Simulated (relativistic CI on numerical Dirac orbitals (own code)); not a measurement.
## Ba XXVII: q coefficients and field-shift factors

Computed by Dirac-Coulomb-Breit CI, orbitals from a KLI potential per configuration, derivatives by finite differences, unscaled Slater integrals, QED left out (own radial code, finite nucleus).

Configuration list (outside the closed core [Ar] 3d10): 4s², 4s4p, 4p², 4s4d, 4d², 4s4f, 4p4d, 4f². Levels of other configurations are missing.

With x = (α/α₀)² − 1 an excitation energy changes as ω = ω₀ + qx; K = 2q/ω₀ is the relative enhancement. Terms are leading LS components, so labels can repeat. The field-shift factor is F = δν/δ⟨r²⟩ for the transition from the lowest level.

Lowest level 4s² ¹S0.

```
    Level  ω₀ (cm⁻¹)  q (cm⁻¹)      K  F (GHz/fm²)
4s4p ³P°0     401807     34810  0.173         -264
4s4p ³P°1     429949     48830  0.227         -265
4s4p ³P°2     578227    230400  0.797         -272
4s4p ¹P°1     684042    221300  0.647         -275
  4p² ³P0     933612     83140  0.178         -535
  4p² ³P1    1080318    270700  0.501         -544
  4p² ¹D2    1085601    269800  0.497         -529
  4p² ³P2    1250968    449000  0.718         -529
  4p² ¹S0    1327775    458400  0.691         -548
 4s4d ³D1    1366277    245700   0.36         -269
 4s4d ³D2    1378169    257000  0.373         -271
 4s4d ³D3    1401193    281000  0.401         -269
 4s4d ¹D2    1491084    289100  0.388         -306
4p4d ³F°2    1788326    284800  0.319         -539
4p4d ³F°3    1859304    339500  0.365         -538
4p4d ³P°2    1874893    325900  0.348         -541
4p4d ³D°1    1881758    294400  0.313         -541
4p4d ³F°4    1992572    509400  0.511         -541
4p4d ¹D°2    1999573    482300  0.482         -547
4p4d ³D°3    2022021    459000  0.454         -531
4p4d ³P°0    2025406    480500  0.474         -548
4p4d ³P°1    2030408    482400  0.475         -549
4p4d ³P°2    2048663    506700  0.495         -548
```

At this charge energies of transitions that change n are usually good to better than 1 %, and those within a shell (Δn = 0) to a few per cent.
